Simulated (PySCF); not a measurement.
## SiF₅⁻: from structure and modes to constants

These are results of PBE/[Si def2-SVPD, F def2-SVPD], no relativity, density fitting, PySCF, not measurements.

The singlet minimum has D3h symmetry. Masses (u): Si 27.97693, F 18.99840.

```xyz
6
charge -1 multiplicity 1, angstrom
Si    0.0000    0.0000    0.0000
F     0.0000    0.0042    1.6763
F     1.7093    0.0000    0.0000
F     0.0000    1.4496   -0.8417
F    -1.7093    0.0000    0.0000
F     0.0000   -1.4538   -0.8345
```

Harmonic wavenumbers (cm⁻¹): 119.2 (e', ×2), 370.5 (e'', ×2), 402.4 (e', ×2), 429.4 (a2'', ×1), 506.8 (a1', ×1), 640.4 (a1', ×1), 795.0 (a2'', ×1), 829.0 (e', ×2).

**Question.** Find the principal moments of inertia and the rotational constants. What kind of rotor is it?

**Answer.** About the centre of mass I = 160.15, 191.1, 191.1 u Å². With B = 16.8576/I this gives 0.1053, 0.08821, 0.08821 cm⁻¹. The molecule is a prolate symmetric top.

**Question.** What is the harmonic zero-point energy?

**Answer.** Half the sum of all 12 wavenumbers, 5814/2 = 2907 cm⁻¹, which is 34.8 kJ/mol (1 cm⁻¹ = 0.0119627 kJ/mol).

**Question.** Give the standard entropy (298.15 K, 1 bar) by its translational, rotational, vibrational and spin parts, and Cp.

**Answer.** Sackur–Tetrode with M = 122.97 u gives 168.9; rotation with symmetry number 6 gives 98.4; vibration 53.4; spin R ln 1 = 0.0. The total is 320.7 J/(mol K), and Cp = 4 R + 64.1 = 97.3 J/(mol K).

Other isomers or separated fragments may lie lower. The lowest empty level of this anion is unbound, so it and the gap depend on the basis.
